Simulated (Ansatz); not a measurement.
Hf3N3⁻. The state is a triplet with charge -1. Geometry PBE0-D4/def2-SVP, that of the neutral doublet; atoms count from 1.

```xyz
6

Hf    0.1744    1.3741    0.3799
Hf    1.1962   -1.2678    0.0974
Hf   -1.6444   -0.7212    0.4968
N    -1.2770    0.5438   -1.0267
N     1.6739    0.3091    1.0540
N    -0.1232   -0.2381   -1.0015
```

In the def2 sets Hf takes a core potential; there is no spin–orbit coupling. The charge -1 triplet is spin-contaminated (final ⟨S²⟩ up to 2.23, 2.00 for a pure state). The structure comes from a short search, and lower isomers may exist.

Q: Estimate the Mulliken populations from the PBE0/def2-TZVPD orbitals of Ansatz.

A: 
```json
{"atom": "Hf1", "charge (e)": "0.35", "spin (α − β)": "0.70", "d electrons": "2.09"}
{"atom": "Hf2", "charge (e)": "0.26", "spin (α − β)": "0.36", "d electrons": "2.12"}
{"atom": "Hf3", "charge (e)": "0.01", "spin (α − β)": "0.89", "d electrons": "2.15"}
{"atom": "N4", "charge (e)": "-0.57", "spin (α − β)": "0.01", "d electrons": "–"}
{"atom": "N5", "charge (e)": "-0.69", "spin (α − β)": "0.00", "d electrons": "–"}
{"atom": "N6", "charge (e)": "-0.36", "spin (α − β)": "0.04", "d electrons": "–"}
```
Mulliken values depend strongly on the basis. With diffuse functions, as here, like atoms can get unlike values, and bond orders can come out too low or too high.

Q: Where does the spin sit?

A: Summed by element: Hf 1.95, N 0.05, of 2 unpaired in all. Largest on single atoms: Hf3 0.89, Hf1 0.70, Hf2 0.36.

Q: And the Mayer bond orders between heavy atoms (over 0.3)?

A: Hf1–Hf2 0.63 (2.85 Å); Hf1–Hf3 1.71 (2.78 Å); Hf1–N4 0.54 (2.19 Å); Hf1–N5 1.37 (1.96 Å); Hf1–N6 0.64 (2.14 Å); Hf2–Hf3 1.38 (2.92 Å); Hf2–N5 1.67 (1.91 Å); Hf2–N6 0.98 (2.00 Å); Hf3–N4 1.10 (2.01 Å); Hf3–N6 0.53 (2.19 Å); N4–N6 0.48 (1.39 Å).
